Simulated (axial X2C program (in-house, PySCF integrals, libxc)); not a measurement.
TlO⁺: a run with one poor setting

Computed with an axial X2C code built on PySCF integrals. Two-component (2c) means X2C with spin–orbit coupling and atomic mean-field two-electron Coulomb and Gaunt terms. Basis: Tl dyall-v3z [12s14p10d6f], O dyall-v3z [6s5p2d1f] (cores contracted in-house); Gaussian nuclei, density fitting, unrestricted open shells. Masses: Tl 204.974 u, O 15.995 u.

One setting of this run was spoiled on purpose, so its numbers are not properties of TlO⁺. Level: BLYP, 2c; state Ω = 1 (⟨Sz⟩ = 1.00, ⟨Lz⟩ = 0.00 at BLYP).

```
R (Å)  E − E(lowest point) (eV)  SCF iterations
2.600                    0.1246              11
2.719                    0.0523               9
2.809                    0.0220               9
2.898                    0.0060               9
2.988                    0.0000              12
3.093                    0.0018               9
3.197                    0.0093               9
3.332                    0.0240               9
3.496                    0.0448               9
3.735                    0.0746               9
```

Fit: Re 3.016 Å, ωe 117.9 cm⁻¹, residual 0.69 microhartree, De 0.21 eV.

Output at the reference distance:

```
two-component X2C + atomic mean field  BLYP
basis functions 184  fitting functions 1082  grid points 5084
iter        total energy     max residual
   1     -20330.562743026     3.40e-01
   2     -20330.569414205     1.05e-02
   3     -20330.569817806     5.17e-02
   4     -20330.570504058     3.52e-03
   5     -20330.570507848     7.07e-04
   6     -20330.570511687     4.58e-04
   7     -20330.570511828     2.33e-04
   8     -20330.570512039     4.41e-05
   9     -20330.570512035     3.60e-05
  10     -20330.570512040     1.98e-05
  11     -20330.570512043     1.65e-06
  12     -20330.570512043     4.09e-07
converged
one-electron -28014.38572965  Coulomb 7984.46656347  exact exchange 0.00000000  xc functional -396.08209576  nuclear repulsion 114.76132285  atomic mean-field constant -19.33057295
```

Problem. Which setting was spoiled?
A. virtual space cut too low
B. too few iterations allowed
C. an excited determinant was followed
D. integration grid too coarse
E. density fitting set too sparse

Solution. B. Too few iterations allowed: 7 iterations an attempt, two attempts.
